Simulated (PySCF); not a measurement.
A PySCF script (with the pyscf-properties extension) for the NMR shieldings of SMILES C#Cc1ccc([O-])cc1C, [C9H7O]-, on a PBE0-D3(BJ)/def2-SVP geometry:

```python
import basis_set_exchange as bse
import numpy as np
from pyscf import gto, dft
from pyscf.prop import nmr

atoms = """
C    -2.705028    2.699081    0.440333
C    -1.738785    1.951889    0.365538
C    -0.625457    1.081758    0.277725
C     0.696974    1.591366    0.224985
C     1.798759    0.772850    0.136079
C     1.691590   -0.674672    0.088609
O     2.675932   -1.435234    0.003984
C     0.321556   -1.153736    0.148125
C    -0.786609   -0.335666    0.237287
C    -2.169362   -0.922692    0.291930
H    -3.548414    3.357290    0.505326
H     0.826955    2.678830    0.256721
H     2.809224    1.192290    0.096365
H     0.195323   -2.241836    0.117126
H    -2.790305   -0.565617   -0.546881
H    -2.697683   -0.620398    1.211795
H    -2.133216   -2.021740    0.255625
"""
names = dict.fromkeys(["C", "O", "H"], "pcSseg-1")
basis = {el: gto.basis.parse(bse.get_basis(n, elements=[el], fmt="nwchem")) for el, n in names.items()}
mol = gto.M(atom=atoms, basis=basis, charge=-1, verbose=0)
mf = dft.RKS(mol, xc="PBE0")
mf.grids.level = 2
mf.grids.alignment = dft.numint.BLKSIZE   # the property module wants whole blocks of grid points
mf.conv_tol = 1e-9
mf.kernel()

calc = nmr.RKS(mf)   # GIAO
C = mf.mo_coeff
Co = C[:, mf.mo_occ > 0]
resp = mf.gen_response(singlet=True, hermi=2)
def vind(x):   # induced exchange potential for any number of trial vectors
    d = np.einsum("pi,xij,qj->xpq", C, 2 * x.reshape(-1, C.shape[1], Co.shape[1]), Co, optimize=True)
    return np.einsum("xpq,pi,qj->xij", resp(d - d.transpose(0, 2, 1)), C, Co, optimize=True).ravel()
mo1, _ = nmr.rhf.solve_mo1(calc, with_cphf=vind)
sigma = calc.kernel(mo1)
for i, s in enumerate(sigma):   # ppm
    w = np.linalg.eigvalsh((s + s.T) / 2)
    print("%2d %-2s iso %8.1f  s11 %8.1f  s22 %8.1f  s33 %8.1f" % (i, mol.atom_pure_symbol(i), w.mean(), *w))
```

Q: Give the expected output.

A: 
```
 0 C  iso    106.8  s11     43.3  s22     92.0  s33    185.2
 1 C  iso     86.7  s11    -16.3  s22     -9.1  s33    285.5
 2 C  iso     93.9  s11     29.2  s22     92.7  s33    159.9
 3 C  iso     44.5  s11    -68.9  s22     51.4  s33    151.1
 4 C  iso     61.9  s11    -16.0  s22     62.6  s33    139.2
 5 C  iso      5.9  s11    -63.7  s22    -29.9  s33    111.5
 6 O  iso    -68.3  s11   -384.6  s22   -139.1  s33    318.7
 7 C  iso     58.8  s11    -16.2  s22     71.3  s33    121.3
 8 C  iso     40.4  s11    -71.1  s22     27.6  s33    164.5
 9 C  iso    159.4  s11    139.6  s22    156.8  s33    181.8
10 H  iso     28.2  s11     24.8  s22     25.3  s33     34.6
11 H  iso     24.5  s11     21.7  s22     23.4  s33     28.3
12 H  iso     25.7  s11     23.7  s22     25.4  s33     28.0
13 H  iso     25.6  s11     23.2  s22     24.2  s33     29.5
14 H  iso     29.1  s11     24.7  s22     28.5  s33     34.0
15 H  iso     29.1  s11     24.7  s22     28.6  s33     34.0
16 H  iso     29.9  s11     25.4  s22     29.2  s33     35.0
```

These numbers come from an equivalent density-fitted implementation of the same equations, which agrees with the script to about 0.01 ppm for H and up to a few tenths of a ppm for heavy atoms, so last digits may differ.

Q: Turn these shieldings into chemical shifts. Shifts are taken against calculated references (same method and geometry level): $^{13}$C (σ = 184.41 ppm) and $^{1}$H (σ = 31.27 ppm) vs TMS; $^{17}$O (σ = 334.56 ppm) against H2O.

A: Averaging equivalent atoms: C 5: 178.5; C 8: 144.0; C 3: 139.9; C 7: 125.6; C 4: 122.5; C 1: 97.7; C 2: 90.5; C 0: 77.6; C 9: 25.0; O 6: 402.9; H 11: 6.81; H 13: 5.64; H 12: 5.57; H 10: 3.06; H 14/15/16: 1.92 ppm. Unscaled 17O shifts of doubly bonded oxygen tend to come out too high, by tens of ppm or more. Experimental scales use liquid or dissolved standards, which lie at an offset from isolated H2O (liquid H2O: subtract about 36 ppm).

Size and cost of the density-fitted run: 205 basis functions, 71 s wall time (62 s CPU) on 1 thread of an Arm Neoverse N1, shared host.
